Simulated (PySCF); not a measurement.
Input of a response calculation (the driver script's job line, then coordinates in Å):

```
{"job": {"kind": "uv", "xc": "wB97X-D", "basis": "def2-SVPD", "ip": true}, "charge": 0, "multiplicity": 1}
C      3.261526     1.932658    -0.522580
C      2.523584     0.819113    -0.669954
C      1.140049     0.715917    -0.266205
C      0.335348    -0.372331    -0.379840
C      0.756718    -1.689134    -0.960526
C     -1.039226    -0.313622     0.078447
C     -2.047403    -1.249778     0.084413
C     -3.186415    -0.616434     0.662918
C     -2.790822     0.653071     0.965522
O     -1.504090     0.841326     0.617312
H      2.837439     2.838470    -0.078360
H      4.305950     1.972625    -0.839702
H      2.995099    -0.060593    -1.119936
H      0.701717     1.614704     0.178544
H      0.640576    -2.497425    -0.220594
H      1.801090    -1.684867    -1.292126
H      0.128220    -1.952898    -1.826418
H     -1.978594    -2.270811    -0.282349
H     -4.170733    -1.046884     0.832432
H     -3.295784     1.504343     1.414613
```

Its output, with some lines taken out ([cut]) and without the SCF cycles:

```
converged SCF energy = -423.7100488241

[cut]

Singlet excitations
state   eV       nm        f      main configurations
  1   4.3402    285.7   0.83320   H->L 0.97
  2   6.0655    204.4   0.04345   H-1->L 0.70, H->L+2 0.20
  3   6.0733    204.1   0.00005   H->L+1 0.84
  4   6.1951    200.1   0.22435   H->L+2 0.54, H-1->L 0.24, H-2->L 0.15
  5   6.4750    191.5   0.07521   H-2->L 0.51, H->L+6 0.21, H->L+2 0.18
[cut]
[cut]
[cut]
[cut]
 10   7.0868    175.0   0.00164   H-4->L 0.43, H->L+5 0.39

[cut]
Vertical ionisation energy (delta-SCF) = 7.4135 eV
```

Method: TDDFT wB97X-D/def2-SVPD, vertical, gas phase, core orbitals frozen in the response (PySCF). Geometry: PBE0-D3(BJ)/def2-SVP, one conformer, isolated molecule.

Task: What stood in the cut lines?

Result: 
```
Static polarisability (au): isotropic 128.513, principal 68.905 111.259 205.374
  6   6.6280    187.1   0.02425   H->L+3 0.81
  7   6.8223    181.7   0.00294   H->L+4 0.77
  8   6.9359    178.8   0.09906   H->L+6 0.58, H-2->L 0.17, H-3->L 0.10
  9   7.0598    175.6   0.00055   H-4->L 0.49, H->L+5 0.32
Triplet excitations (Tamm-Dancoff, eV): 2.4820 3.9511 4.9460 5.2502
```

Task: What is the total energy of state 7 at this geometry?

Result: -423.71005 + 0.25071 = -423.45934 hartree.

Task: Give the energy of state 7 in hartree, cm⁻¹ and kJ/mol.

Result: 0.25071 hartree, 55026 cm⁻¹, 658.3 kJ/mol.

Task: How many basis functions and electrons does this run hold?

Result: 283 basis functions for 72 electrons in 36 doubly occupied orbitals.

Task: Write the structure that the coordinates describe.

Result: `C(=C(\c1ccco1)C)/C=C` (C9H10O), point group Cs.

H and L stand for HOMO and LUMO.

The values belong to the conformer `[CH2:1]=[CH:2]/[CH:3]=[C:4](\[CH3:5])[c:6]1[cH:7][cH:8][cH:9][o:10]1`: C1–C2–C3–C4 180°, C3–C4–C6–C7 180°.

The pairwise dispersion term of wB97X-D wasn't added to the energies; at a given geometry it leaves orbitals and properties as they are.
